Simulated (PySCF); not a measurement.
SMILES c1cc(S)c(cc1)[SiH3] at its GFN2-xTB optimised geometry (Å):

```
16

Si    -1.2373     1.9582     0.0045
C     -0.2853     0.3285     0.0004
C      1.1040     0.2939    -0.0006
C      1.8039    -0.8996    -0.0008
C      1.1126    -2.0991     0.0000
C     -0.2701    -2.0991     0.0000
C     -0.9584    -0.8944     0.0000
S     -2.7279    -0.8775    -0.0002
H     -2.0692     2.0284    -1.1977
H     -2.0720     2.0192     1.2054
H     -0.2504     3.0382     0.0098
H      1.6457     1.2289    -0.0012
H      2.8837    -0.8960    -0.0014
H      1.6460    -3.0382     0.0007
H     -0.8110    -3.0356     0.0003
H     -2.8837    -2.2032    -0.0007
```

Level of theory: PySCF with CAM-B3LYP/def2-TZVP. Cells within 0.4 Å of a nucleus heavier than hydrogen are left out (blank, or x).

Map of the deformation density (molecule minus spherical neutral atoms) (e/bohr³) on the plane z = 0.0 Å:

```
|1111111111111111111111111|
|1111111111111111111111111|
|1111111111111111111111111|
|1111111111111111111111111|
|1111111111111111111111111|
|1111111111242111111111111|
|1111111100363111111111111|
|111111111x232111111111111|
|111111111xx11111111111111|
|1111111101331113211111111|
|1111111101562128411111111|
|11111111112xx8xx211111111|
|11111210014x45xx211111111|
|1111131021761018523111111|
|111111x254x20003x89111111|
|1111013021771018522111111|
|11111362113xx6xx211111111|
|11111231112xx7xx211111111|
|1111110111671128511111111|
|1111111111331113211111111|
|1111111111111111111111111|
|1111111111111111111111111|
|1111111111111111111111111|
|1111111111111111111111111|
|1111111111111111111111111|
```
Scale: ten equal steps from -0.027 (start of '0') to 0.121 (end of '9'), in the order '0123456789'; x runs from -5.50 to 5.50, y from -5.50 (bottom) to 5.50 (top).
